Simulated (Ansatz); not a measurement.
Task: Name a neutral molecule of F, In, Si and H with HOMO energy (PBE0/def2-TZVPP) between -7.70 and -7.40 eV and LUMO energy (PBE0/def2-TZVPP) between -2.40 and -2.10 eV (Ansatz, PBE0-D4/def2-TZVP geometry).

Result: `F[SiH2][InH2]` (-7.42 eV, -2.28 eV). Other molecules can fit too; these were computed, each in one conformer that needn't be the lowest.
